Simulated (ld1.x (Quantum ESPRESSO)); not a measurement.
What the settings do to the TM potential of aluminium

Base potential:

ld1.x (Quantum ESPRESSO) 7.5 input, shortened:

```
&input
   title='Al', zed=13., rel=1, dft='PBE', iswitch=3,
   config='[Ne] 3s2 3p1'
 /
 &inputp
   pseudotype=2, tm=.true., lloc=-1, rcloc=1.30,
   nlcc=.false.
 /
2
3S  1  0   2.00   0.00  1.55  1.55  0.0
3P  2  1   1.00   0.00  2.10  2.10  0.0
 &test
   configts(1)='3s2 3p1'
 /
```

All-electron outer shells of the reference configuration (PBE, scalar-relativistic, ld1.x):

```tsv
shell	level (eV)	outermost node (bohr)	outermost maximum (bohr)
2s	-108.17	0.16	0.50
2p	-69.64	–	0.43
3s	-7.75	0.80	2.09
3p	-2.71	0.82	2.64
```

Cutoffs, loose and tight: the cutoffs (Ry, on a coarse ladder) from which the occupation-weighted sum of valence levels, in a spherical-Bessel basis at the reference potential, stays within 10 and 1 mRy of its value at 400 Ry. They do not see the model core or the augmentation charge, which bear on the density cutoff. Test errors are all-electron minus pseudo excitation energies from the reference, over the configurations 3s2 3p0; 3s1 3p0; 3s2 3p0.5; 3s0 3p3; 3s1 3p1; 3s2 3p1.3; 3s1 3p2. A dash means not determined; rows that change the core or the reference have their own tests.

| change | outcome | cutoff, loose | cutoff, tight | bound ghosts | largest test error (meV) |
| --- | --- | --- | --- | --- | --- |
| base | generated | 18 Ry | 50 Ry | none | +42 |
| wave 3p (bound): rc 2.10 bohr becomes 3p (bound): rc 1.40 bohr | generated | 55 Ry | 80 Ry | none | +105 |
| wave 3p (bound): rc 2.10 bohr becomes 3p (bound): rc 1.68 bohr | generated | 25 Ry | 55 Ry | none | +44 |
| wave 3p (bound): rc 2.10 bohr becomes 3p (bound): rc 2.12 bohr | generated | 18 Ry | 50 Ry | none | +42 |
| wave 3p (bound): rc 2.10 bohr becomes 3p (bound): rc 2.38 bohr | generated | 18 Ry | 50 Ry | none | +41 |
| wave 3p (bound): rc 2.10 bohr becomes 3p (bound): rc 2.80 bohr | generated | 18 Ry | 50 Ry | none | +43 |
| wave 3p (bound): rc 2.10 bohr becomes 3p (bound): rc 3.02 bohr | generated | 18 Ry | 50 Ry | none | +45 |

Reading the sweep of the p radius (base included, trends over the rows without a ghost): The loose cutoff falls from 55 Ry at 1.4 to 18 Ry at 3.02 bohr. A larger radius leaves more room for a smooth pseudo-wave, so fewer plane waves are needed; a smaller one forces it to follow the all-electron wave where it bends sharply. The median size of the test errors (rows with all tests solved) is not monotonic: lowest 7.4 meV at 2.38 bohr, highest 23.0 meV at 1.4 bohr.
